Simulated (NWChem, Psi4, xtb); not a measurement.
**SiN2H5OF (SMILES N[Si](N)(O)F): the dipole moment, rung by rung**

SiN2H5OF has 10 atoms, charge 0, and is taken as a singlet. SMILES: `N[Si](N)(O)F`. The coordinates come from a PBE0-D4/def2-TZVP relaxation. This is one conformer, not always the lowest.

```xyz
10

N    -0.4158    1.4954   -0.0248
Si    0.0634   -0.0964   -0.2983
N    -0.4887   -1.0651    0.9778
O     1.6710    0.0226   -0.5851
F    -0.5539   -0.8271   -1.5866
H    -1.3283    1.7231    0.3273
H     0.0466    2.2720   -0.4641
H    -0.7412   -2.0271    0.8311
H    -0.2389   -0.8737    1.9325
H     2.0688   -0.6749   -1.1069
```

Quantity: the dipole moment, in D. The values are calculated.

```csv
level,kind,program,value (D),CPU time
GFN2-xTB,semi-empirical,xtb,1.26,under 2 s
GFN0-xTB,semi-empirical,xtb,1.33,under 2 s
GFN1-xTB,semi-empirical,xtb,1.29,under 2 s
HF/def2-SVP,Hartree–Fock,NWChem,1.23,29 s
B3LYP-D3(BJ)/def2-SVP (density fitting),global hybrid,Psi4,1.14,11 s
PBE0/def2-SVP,global hybrid,NWChem,1.16,40 s
CAM-B3LYP/def2-SVP (density fitting),range-separated hybrid,Psi4,1.14,6.9 s
```

The values span 1.14 to 1.33 D. Magnitudes only. Times are those of the runs behind each value, whatever else they computed, on shared processors of several kinds: orders of magnitude only.
